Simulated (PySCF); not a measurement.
Cl$_{2}$Sb, charge +1, singlet, geometry from GFN2-xTB (core potentials on Sb); PySCF with HF/def2-SVP.

Here is a job for PySCF.
```python
from pyscf import gto, scf

mol = gto.Mole()
mol.atom = '''
    Sb    0.37750143   -0.02033636    0.45805429
    Cl    0.77066814    0.35397311   -1.77453146
    Cl   -1.90317243   -0.29296404    0.40036859
'''
mol.basis = 'def2-svp'
mol.ecp = {'Sb': 'def2-svp'}
mol.charge = 1
mol.verbose = 4
mol.build()

mf = scf.RHF(mol)
mf.kernel()
mf.analyze()
```

The log (banner, timings and long lists left out):

```
PySCF version 2.14.0

[INPUT] verbose = 4
[INPUT] num. atoms = 3
[INPUT] num. electrons = 56
[INPUT] charge = 1
[INPUT] spin (= nelec alpha-beta = 2S) = 0
[INPUT] symmetry False subgroup None
[INPUT] Mole.unit = angstrom
[INPUT] Symbol           X                Y                Z      unit          X                Y                Z       unit  Magmom
[INPUT]  1 Sb     0.377501430000  -0.020336360000   0.458054290000 AA    0.713374314332  -0.038430150771   0.865597158282 Bohr   0.0
[INPUT]  2 Cl     0.770668140000   0.353973110000  -1.774531460000 AA    1.456351717528   0.668912233361  -3.353378458825 Bohr   0.0
[INPUT]  3 Cl    -1.903172430000  -0.292964040000   0.400368590000 AA   -3.596474660523  -0.553621799946   0.756586983978 Bohr   0.0

nuclear repulsion = 223.714756391691
number of shells = 26
number of NR pGTOs = 133
number of NR cGTOs = 62
basis = def2-svp
ecp = {'Sb': 'def2-svp'}

******** <class 'pyscf.scf.hf.RHF'> ********
method = RHF
initial guess = minao
damping factor = 0
level_shift factor = 0
DIIS = <class 'pyscf.scf.diis.CDIIS'>
diis_start_cycle = 1
diis_space = 8
diis_damp = 0
SCF conv_tol = 1e-09
SCF conv_tol_grad = None
SCF max_cycles = 50
direct_scf = True
direct_scf_tol = 1e-13
Set gradient conv threshold to 3.16228e-05
Initial guess from minao.
init E= -1132.24712259475
  HOMO = -0.776616497945257  LUMO = -0.70008934482307  gap/eV = 2.08241
cycle= 1 E= -1156.96036503783  delta_E= -24.7  |g|= 1.76  |ddm|= 9.24
  HOMO = -0.461545182968386  LUMO = -0.149155197576292  gap/eV = 8.50056
cycle= 2 E= -1157.4981559196  delta_E= -0.538  |g|= 0.951  |ddm|= 3.53
  HOMO = -0.620909587811938  LUMO = -0.285483961210311  gap/eV = 9.12740
cycle= 3 E= -1157.72689385585  delta_E= -0.229  |g|= 0.0765  |ddm|= 1.27
  HOMO = -0.645481152027367  LUMO = -0.278237214433069  gap/eV = 9.99322
cycle= 4 E= -1157.73019694273  delta_E= -0.0033  |g|= 0.028  |ddm|= 0.154
  HOMO = -0.644829255829161  LUMO = -0.277031818193628  gap/eV = 10.00828
cycle= 5 E= -1157.73085585407  delta_E= -0.000659  |g|= 0.00997  |ddm|= 0.069
  HOMO = -0.644540744415844  LUMO = -0.276083153763182  gap/eV = 10.02624
cycle= 6 E= -1157.73102653529  delta_E= -0.000171  |g|= 0.00358  |ddm|= 0.04
  HOMO = -0.644159361999063  LUMO = -0.276086860587384  gap/eV = 10.01576
cycle= 7 E= -1157.73104914987  delta_E= -2.26e-05  |g|= 0.000662  |ddm|= 0.0174
  HOMO = -0.644094726651771  LUMO = -0.275999003025014  gap/eV = 10.01639
cycle= 8 E= -1157.73104963543  delta_E= -4.86e-07  |g|= 8.46e-05  |ddm|= 0.00268
  HOMO = -0.644076162250234  LUMO = -0.275984253164943  gap/eV = 10.01629
cycle= 9 E= -1157.73104964076  delta_E= -5.34e-09  |g|= 2.54e-05  |ddm|= 0.000203
  HOMO = -0.644077402454934  LUMO = -0.275987344158949  gap/eV = 10.01624
cycle= 10 E= -1157.73104964132  delta_E= -5.62e-10  |g|= 6.81e-06  |ddm|= 6.5e-05
  HOMO = -0.644076476211119  LUMO = -0.275986878962179  gap/eV = 10.01623
Extra cycle  E= -1157.73104964137  delta_E= -4.27e-11  |g|= 3.11e-06  |ddm|= 1.49e-05
converged SCF energy = -1157.73104964137
**** SCF Summaries ****
Total Energy =                       -1157.731049641365644
Nuclear Repulsion Energy =             223.714756391690599
One-electron Energy =                -2121.891023635470447
Two-electron Energy =                  740.445217602414232
Two-electron Coulomb Energy =          813.755055155483205
DFT Exchange-Correlation Energy =      -73.309837553068974
HOMO-LUMO gap [eV] =                    10.016228120687238
**** MO energy ****
MO #1   energy= -105.026021985418  occ= 2
MO #2   energy= -105.025994306872  occ= 2
MO #3   energy= -10.7878373891623  occ= 2
MO #4   energy= -10.7878335178617  occ= 2
MO #5   energy= -8.26186950358436  occ= 2
MO #6   energy= -8.26186803571633  occ= 2
MO #7   energy= -8.25913896536076  occ= 2
MO #8   energy= -8.25913660712543  occ= 2
MO #9   energy= -8.25859269105413  occ= 2
MO #10  energy= -8.25858629498913  occ= 2
MO #11  energy= -6.87724528670987  occ= 2
MO #12  energy= -4.9494452619045   occ= 2
MO #13  energy= -4.94416989652374  occ= 2
MO #14  energy= -4.93986081349095  occ= 2
MO #15  energy= -1.97992519394351  occ= 2
MO #16  energy= -1.97726188198164  occ= 2
MO #17  energy= -1.97268536671606  occ= 2
MO #18  energy= -1.97197048073145  occ= 2
MO #19  energy= -1.9663747859691   occ= 2
MO #20  energy= -1.32765396575456  occ= 2
MO #21  energy= -1.29535665380742  occ= 2
MO #22  energy= -0.94870751173562  occ= 2
MO #23  energy= -0.752099918290381 occ= 2
MO #24  energy= -0.722412885581559 occ= 2
MO #25  energy= -0.704897661126504 occ= 2
MO #26  energy= -0.672800334919277 occ= 2
MO #27  energy= -0.66646541235725  occ= 2
MO #28  energy= -0.644076476211119 occ= 2
MO #29  energy= -0.275986878962179 occ= 0
MO #30  energy= -0.156358010193265 occ= 0
MO #31  energy= -0.139841745033277 occ= 0
MO #32  energy= 0.0687334635359207 occ= 0
MO #33  energy= 0.16241667775194   occ= 0
MO #34  energy= 0.164457160376853  occ= 0
MO #35  energy= 0.174266675566631  occ= 0
MO #36  energy= 0.227612358652361  occ= 0

WARN: System has nonzero charge 1; the dipole moment is origin-dependent.
Location of origin: [0. 0. 0.]

Dipole moment(X, Y, Z, Debye):  2.12665, -0.11456,  2.58044
```
